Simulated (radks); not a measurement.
Results of a calculation; reference values are marked as such.
Ionisation of Rh14+, [Ar] 3d10 4s2 4p1, to Rh15+, [Ar] 3d10 4s2, under several functionals. Scalar-relativistic Kohn-Sham, spin-unpolarised, spherical densities, finite nucleus; a radial shooting solver on a logarithmic mesh with Libxc functionals.

functional                          E(Rh14+) (hartree)  Exc (hartree)  IE (eV)  -e(HOMO) (eV)  <r> HOMO (bohr)  IE error (eV)
B86b exchange with PBE correlation         -4715.69622     -128.44944   328.18         315.94           0.9057           -3.4
exchange-only LDA                          -4707.03790     -119.71313   326.84         314.53           0.9055           -4.7
PBE                                        -4715.10017     -127.84771   328.06         315.84           0.9059           -3.5
BP86                                       -4716.00495     -128.76281   328.30         316.11           0.9047           -3.3
BLYP                                       -4715.71812     -128.46582   328.33         316.02           0.9062           -3.3
HCTH/407                                   -4717.76337     -130.64084   328.69         316.74           0.9034           -2.9
AM05                                       -4710.69352     -123.40057   328.09         315.92           0.9047           -3.5
exchange-only B88                          -4714.05952     -126.80145   327.08         314.79           0.9060           -4.5
MS2 meta-GGA                               -4715.07380     -127.72530   327.54         315.47           0.9077           -4.0

NIST Atomic Spectra Database: 331.6 eV (semi-empirical). Closest: HCTH/407. The Delta-SCF values span 1.85 eV, the total energies 10.73 hartree. The highest occupied level is 4p. Spin polarisation and multiplet splitting are left out, so open shells lie too high by an amount that depends on their filling.

Beside tabulated values, note that spin-unpolarised runs miss the spin-polarisation part of the exchange energy of open shells.
